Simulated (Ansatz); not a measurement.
Reactions of `[OH][Ga]([Cl])[Cl]`.

Isolated molecules relaxed with PBE0-D4/def2-TZVP in Ansatz; ΔE leaves out vibrations. CBS: MP2 limit from def2 TZ/QZ plus the TZ coupled-cluster correction, frozen cores. This one scheme is used for every species, atoms too. Functionals use def2-TZVPP. B3LYP here is the variant with VWN-RPA as its local correlation; programs differ in this. No spin–orbit coupling; open shells (•) take unrestricted orbitals. Spin–orbit coupling would lower the free atoms: a little for Cl. For Br, Ga outer-core shells are correlated without core-valence functions, so the limit isn't a true one: a few kJ/mol of doubt a bond, and 10 to 20 or more in all where bonds break to atoms. Scalar relativity is left out up to krypton. Each species was taken in one conformer, which may not be the lowest.

```tsv
reaction	CCSD(T)/CBS(def2) (kJ/mol)
`[OH][Ga]([Cl])[Cl]` → H• + `[O][Ga]([Cl])[Cl]`•	?
`[OH][Ga]([Cl])[Cl]` + H₂ → `[OH][GaH][Cl]` + HCl	83
`[OH][Ga]([Cl])[Cl]` + H₂S → `[SH][Ga]([Cl])[Cl]` + H₂O	-39
`[OH][Ga]([Cl])[Cl]` + `[OH]`• → `[O][Ga]([Cl])[Cl]`• + H₂O	6
`[OH][Ga]([Cl])[Cl]` + H₂S → `[OH][Ga]([SH])[Cl]` + HCl	18
`[OH][Ga]([Cl])[Cl]` + Cl• → `[O][Ga]([Cl])[Cl]`• + HCl	?
`[OH][Ga]([Cl])[Cl]` + CH₃OH → `C[O][Ga]([OH])[Cl]` + HCl	57
`[OH][Ga]([Cl])[Cl]` + HBr → `[Cl][Ga]([Cl])[Br]` + H₂O	-67
`[OH][Ga]([Cl])[Cl]` + H₂O → `[OH][Ga]([OH])[Cl]` + HCl	57
`[OH][Ga]([Cl])[Cl]` + `CC(C)N` → `CC(C)[NH][Ga]([Cl])[Cl]` + H₂O	?
```

Problem. Fill in the missing values. (Best estimate.)

Solution. The calculation gave: `[OH][Ga]([Cl])[Cl]` → H• + `[O][Ga]([Cl])[Cl]`•: +536.0 kJ/mol; `[OH][Ga]([Cl])[Cl]` + Cl• → `[O][Ga]([Cl])[Cl]`• + HCl: +85.5 kJ/mol; `[OH][Ga]([Cl])[Cl]` + `CC(C)N` → `CC(C)[NH][Ga]([Cl])[Cl]` + H₂O: -1.0 kJ/mol.

Largest T1 diagnostic: 0.013, for `[O][Ga]([Cl])[Cl]`•.
